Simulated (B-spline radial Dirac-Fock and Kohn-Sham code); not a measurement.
## Tm⁶⁺: non-radiative channels of the 3d5/2 vacancy

System: thulium as Tm⁶⁺, [Kr] 4d10 4f11 5s2 5p4.

The run's input, task.json:

```json
{"items": [{
  "Z": 69,
  "q": 6,
  "cfg": [[1, 0, 2], [2, 0, 2], [2, 1, 6], [3, 0, 2], [3, 1, 6], [3, 2, 10], [4, 0, 2], [4, 1, 6], [4, 2, 10], [4, 3, 11], [5, 0, 2], [5, 1, 4]],
  "A": 169,
  "rrms": 5.2256,
  "do": ["binding", "quiet", "decay"],
  "holes": ["K", "L1", "L2", "L3", "M1", "M2", "M3", "M4", "M5", "N1", "N2", "N3", "N4", "N5"]
}]}
```

Run with: `python xray_run.py task.json out`

Level of theory: one-electron (LDA, Dirac) transition rates at Dirac-Fock energies; a B-spline atomic structure program. Kinetic energies are configuration averages from the vacuum level; the two-hole energies are estimated from single-hole states.

```csv
transition,kinetic energy (eV),width (meV),share (%)
M5-N1N5,686.4,82.8,6.0
M5-N2N5,775.3,83.0,6.0
M5-N3N5,–,131,9.5
M5-N4N5,970.9,176,12.8
M5-N5N5,979.9,200,14.5
M5-N4N7,1152.8,55.9,4.1
M5-N5N6,1160.0,93.2,6.8
M5-N5N7,1162.2,145,10.5
M5-N6N7,1341.0,147,10.7
M5-N7N7,1342.4,101,7.4
```

A dash stands for an energy that rests on an unreliable hole state.

The listed channels hold 88 % of the non-radiative rate. Summed by principal shells, of 1.38 eV in all: MNN 96.3 %, MNO 3.7 %.

Values without a named source are computed, but for edge energies of neutral atoms, which are taken from tables.
